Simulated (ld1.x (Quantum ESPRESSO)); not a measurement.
**u(r) = r·R(r): atom against pseudo-atom (indium)**

Columns: radius, all-electron u(r) and pseudo u(r) of the 4p shell (level -79.71 eV) of indium in the configuration [Ar] 3d10 4s2 4p6 4d10 5s2 5p0.75; PBEsol, scalar-relativistic, PAW scheme, ld1.x (Quantum ESPRESSO) 7.5.

| r (bohr) | all-electron | pseudo |
| --- | --- | --- |
| 0.090 | 0.3504 | 0.0169 |
| 0.180 | -0.4002 | 0.0659 |
| 0.270 | -0.6490 | 0.1427 |
| 0.360 | -0.3275 | 0.2404 |
| 0.450 | 0.1871 | 0.3504 |
| 0.540 | 0.6502 | 0.4632 |
| 0.630 | 0.9706 | 0.5693 |
| 0.720 | 1.1428 | 0.6601 |
| 0.810 | 1.1952 | 0.7289 |
| 0.900 | 1.1651 | 0.7712 |
| 0.990 | 1.0845 | 0.7850 |
| 1.080 | 0.9780 | 0.7713 |
| 1.170 | 0.8621 | 0.7333 |
| 1.260 | 0.7473 | 0.6761 |
| 1.350 | 0.6397 | 0.6059 |
| 1.440 | 0.5422 | 0.5294 |
| 1.530 | 0.4561 | 0.4528 |
| 1.620 | 0.3813 | 0.3809 |
| 1.710 | 0.3173 | 0.3173 |
| 1.800 | 0.2630 | 0.2630 |
| 1.890 | 0.2172 | 0.2172 |
| 1.980 | 0.1789 | 0.1789 |
| 2.070 | 0.1471 | 0.1471 |
| 2.160 | 0.1206 | 0.1206 |
| 2.250 | 0.0988 | 0.0988 |
| 2.340 | 0.0808 | 0.0808 |

(1) How many radial nodes do the two functions have?

(2) At about which radius was the pseudo-wave matched?

(3) Where does each function peak?

(4) Is the pseudo-wave norm-conserving?

Answers

(1) The all-electron 4p function has n − l − 1 = 2; the pseudo-wave has 0, since the states of the same l below it are removed with the core.

(2) 1.80 bohr. The columns agree to 0.0005 from 1.62 bohr on; several derivatives are matched, so the curves merge somewhat inside the radius.

(3) Outermost all-electron maximum near 0.81 bohr, pseudo maximum near 0.99 bohr (to the table’s step).

(4) No, it belongs to a PAW set: the norm inside the radius is not constrained, and the difference is carried by the augmentation charge.
